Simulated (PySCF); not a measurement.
**Sn(OH)₂ + 2 HCl → SnCl₂ + 2 H₂O**

Level: PBE0 in the def2-TZVP basis family, computed in PySCF with density fitting; scalar-relativistic core potentials for atoms from Rb on, none lighter, no spin–orbit coupling; open shells unrestricted.

| species | state and structure | E (Eh) | ZPE (kJ/mol) | H(298 K) − H(0) (kJ/mol) | S° (J/(mol K)) |
| --- | --- | --- | --- | --- | --- |
| Sn(OH)₂ | singlet, C2v, O–H 0.960 Å (×2), Sn–O 1.981 Å (×2); H–O–Sn 118.8° (×2), O–Sn–O 99.7° | -365.92212 | 66.8 | 14.9 | 294.9 |
| HCl | singlet, C∞v, H–Cl 1.279 Å | -460.66440 | 17.9 | 8.7 | 186.6 |
| SnCl₂ | singlet, C2v, Sn–Cl 2.363 Å (×2); Cl–Sn–Cl 98.6° | -1134.54929 | 4.9 | 13.6 | 305.7 |
| H₂O | singlet, C2v, O–H 0.960 Å (×2); H–O–H 105.1° | -76.37736 | 56.5 | 9.9 | 188.7 |

What is the electronic reaction energy?

At PBE0/def2-TZVP, ΔE = -139.4 kJ/mol from the differences of the total energies times 2625.5, downhill. 

Add zero-point, thermal and entropy terms for 298.15 K and 1 bar.

ΔZPE = 15.3 and Δ[H(298) − H(0)] = 1.1 kJ/mol give ΔH° = -123.0 kJ/mol. ΔS° = 15.0 J/(mol K), so ΔG° = -123.0 − 298.15 × (0.0150) = -127 kJ/mol and log₁₀K = 22.3.

Each species is the lowest minimum found with this bonding; other isomers or fragments can lie lower.
